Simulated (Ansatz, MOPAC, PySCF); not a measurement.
Constitutional and geometric isomers with formula C2H6N2. Isolated molecules, 0 K electronic values unless said otherwise. One relaxed conformer stands for each flexible species; it need not be the lowest. Strings in code marks are SMILES.

Quantity: electronic energy of isomers of C2H6N2 relative to `[H]/N=C(/C)N`, in eV. Semi-empirical values (MOPAC) are differences of heats of formation.

Level 1: B3LYP-D3(BJ)/def2-TZVP (PySCF)
Level 2: PBE-D3(BJ)/def2-TZVP // B3LYP-D3(BJ)/def2-TZVP (PySCF)
Level 3: r2SCAN/cc-pVTZ // B3LYP-D3(BJ)/def2-TZVP (Ansatz, a first-principles code)
Level 4: PM6 // B3LYP-D3(BJ)/def2-TZVP (MOPAC)

```csv
species,level 2,level 3,level 4
`C1NCN1`,1.67,1.77,1.22
`[H]/N=C\CN`,0.83,0.89,0.54
`C=NCN`,0.99,1.05,0.76
```

Problem. What does level 1 give for each, and how far do the other levels lie from it on average?

Solution. 
- `C1NCN1`: 1.77
- `[H]/N=C\CN`: 0.81
- `C=NCN`: 0.95
Mean absolute difference from level 1, which has limits of its own, over these rows (drawn at random from the members that have all these levels): level 2 0.056 eV, level 3 0.062 eV, level 4 0.336 eV.
